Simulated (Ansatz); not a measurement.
```yaml
crystal:
  periodic: [false, false, false]
  atoms:
    - {symbol: C, position_ang: [2.953887, 0.455125, -1.154088]}
    - {symbol: C, position_ang: [1.879632, 0.255411, -0.615738]}
    - {symbol: Ti, position_ang: [-0.000642, 0.043738, 0.128474]}
    - {symbol: C, position_ang: [-1.054114, -0.940701, -1.404483]}
    - {symbol: C, position_ang: [-1.718303, -1.701015, -2.245779]}
    - {symbol: C, position_ang: [-0.928188, 1.902954, 0.339004]}
    - {symbol: C, position_ang: [-1.305756, 3.080930, 0.523961]}
    - {symbol: C, position_ang: [0.048069, -1.103431, 1.629654]}
    - {symbol: C, position_ang: [0.083797, -1.853960, 2.757499]}
    - {symbol: H, position_ang: [4.009557, 0.678307, -1.514617]}
    - {symbol: H, position_ang: [-2.213170, -2.172821, -3.036831]}
    - {symbol: H, position_ang: [-1.887648, 3.785225, 0.571282]}
    - {symbol: H, position_ang: [0.052421, -2.233280, 3.693786]}
basis:
  gaussian: {orbitals: def2-TZVPP}
hamiltonian: {xc: {name: HF}}
correlation: {method: ccsd_t, electrons: all, diis_vectors: 4}
scf: {lower_state_search: light}
```

```sh
$ ansatz run in.yaml --threads 2 --pin off --events-out ev --progress --plain --max-ram 22528MiB --backend cuda --devices 0, --max-vram 18GiB
```

Shortened log:

```
Functional definition: HF
2317 factors; integrals over basis functions are off by at most 1.1e-3 eV
mean field evaluation 1: about -31376.0911 eV, gradient 6.0e1 eV
mean field evaluation 2: about -31376.6881 eV, gradient 6.0e1 eV
mean field evaluation 4: about -31385.1836 eV, gradient 1.7e1 eV
mean field evaluation 8: about -31386.0232 eV, gradient 7.6e-1 eV
mean field evaluation 16: about -31386.0392 eV, gradient 9.3e-6 eV
mean field -31386.03921083 eV, -1153.4156667764 hartree, gradient 9.3e-6 eV, S^2 0.000000; 0 other end points of the search recorded, 0 dependent functions left out; unrestricted orbitals would lower it
reference -31386.03921083 eV, -1153.4156667764 hartree; 37, 37 occupied and 331, 331 virtual orbitals, 2317 factors
second order -49.76162132 eV of doubles, -0.00000000 eV of singles
cycle   1  -47.07422018 eV  change     2.7e0 eV  update   3.3e-1
cycle   2  -48.94296629 eV  change    -1.9e0 eV  update   2.5e-1
cycle   3  -49.58101199 eV  change   -6.4e-1 eV  update   8.1e-2
cycle   4  -49.72113929 eV  change   -1.4e-1 eV  update   3.1e-2
cycle   5  -49.71469562 eV  change    6.4e-3 eV  update   9.0e-3
cycle   6  -49.73052185 eV  change   -1.6e-2 eV  update   4.6e-3
cycle   7  -49.72670208 eV  change    3.8e-3 eV  update   2.4e-3
cycle   8  -49.71865885 eV  change    8.0e-3 eV  update   1.2e-3
cycle   9  -49.72272067 eV  change   -4.1e-3 eV  update   6.2e-4
cycle  10  -49.72191117 eV  change    8.1e-4 eV  update   3.2e-4
cycle  11  -49.72229770 eV  change   -3.9e-4 eV  update   1.6e-4
cycle  12  -49.72231908 eV  change   -2.1e-5 eV  update   1.1e-4
cycle  13  -49.72227143 eV  change    4.8e-5 eV  update   6.2e-5
perturbative correction -3.22540045 eV, -0.1185312803 hartree
Total energy: -31438.98688270 eV, -1155.3614578287 hartree
```

Run time 47 s (2 threads of an AMD EPYC 7R13 on a shared host and a share of an NVIDIA H100 80 GB); peak host memory 3.3 GiB.
